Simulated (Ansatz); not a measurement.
`O[C](F)(F)[AlH2]` + `BN` → `B[NH][AlH2]` + `OC(F)F`  (ligand exchange at the Al–C bond)

Isolated molecules relaxed with PBE0-D4/def2-TZVP in Ansatz; ΔE leaves out vibrations. CCSD(T)/CBS is the MP2 limit (def2-TZVPP, def2-QZVPP) plus CCSD(T) − MP2 in def2-TZVPP, frozen cores. This one scheme is used for every species. Functionals use def2-TZVPP. One conformer a species, not always the lowest.

`O[C](F)(F)[AlH2]`:

Z-matrix (Å, degrees):
```
C
F 1 1.376
F 1 1.377 2 103.6
O 1 1.360 2 109.3 3 -116.3
Al 1 2.021 2 113.3 3 123.1
H 4 0.969 1 109.4 2 56.3
H 5 1.579 1 117.9 2 31.3
H 5 1.579 1 117.9 2 -149.4
```

`BN`:

Cartesian coordinates in Å:
```
B -0.489 -0.372 -0.297
N 0.503 0.382 0.306
H -0.355 -1.559 -0.366
H -1.456 0.184 -0.734
H 0.456 1.383 0.398
H 1.341 -0.018 0.694
```

`B[NH][AlH2]`:

Z-matrix (Å, degrees):
```
B
N 1 1.403
H 1 1.201 2 118.6
H 1 1.200 2 120.9 3 180.0
Al 2 1.803 1 124.4 3 -0.0
H 2 1.012 1 115.8 3 -180.0
H 5 1.577 2 118.3 1 0.1
H 5 1.583 2 117.1 1 -179.8
```

`OC(F)F`:

```xyz
6

O     0.780   -0.477    0.591
C    -0.080   -0.004   -0.330
F    -0.066    1.351   -0.371
F    -1.358   -0.348   -0.036
H     0.537   -0.122    1.456
H     0.186   -0.399   -1.311
```

```json
{"level": "PBE-D4", "ΔE (eV)": "-1.00"}
{"level": "RPA@PBE/def2-TZVPP", "ΔE (eV)": "-1.18"}
```

What does CCSD(T)/CBS give? (Estimate.)

Computed: -1.16 eV. The listed levels differ from it by 0.16, -0.02 eV.

Largest T1 diagnostic among the species: 0.013.

From BLYP to BHLYP (50 % exact exchange), in def2-TZVPP and without D4, ΔE moves by −0.19 eV. Leaving LDA and LC-ωPBE aside and taking each functional with its dispersion term where it has one, the values, not all of them listed here, spread over 0.21 eV, from PBE-QIDH to revPBE-D4.
